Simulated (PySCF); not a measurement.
Precursor series Hf Cl-H. All species are isolated molecules in the gas phase.

The dipole moment from two functionals at the same geometries (r2SCAN-D4/def2-SVP), both in PySCF: PBE-D3(BJ)/def2-TZVP and TPSSh-D3(BJ)/def2-TZVP. 

| species | PBE-D3(BJ)/def2-TZVP (D) | TPSSh-D3(BJ)/def2-TZVP (D) |
|---|---|---|
| 0 of 4 Cl replaced by H ([Hf(Cl)4]) | 0.00 | 0.00 |
| 1 of 4 Cl replaced by H ([Hf(Cl)3(H)]) | 0.30 | 0.29 |
| 2 of 4 Cl replaced by H ([Hf(Cl)2(H)2]) | 0.02 | 0.08 |
| 3 of 4 Cl replaced by H ([Hf(Cl)(H)3]) | 0.40 | 0.48 |
| 4 of 4 Cl replaced by H ([Hf(H)4]) | 0.00 | 0.00 |

Over these rows, drawn at random from the members with no instability flagged (it was tested for open shells, ions and some series alone), PBE minus TPSSh-D3(BJ): mean -0.02 D, from -0.08 D to +0.02 D.
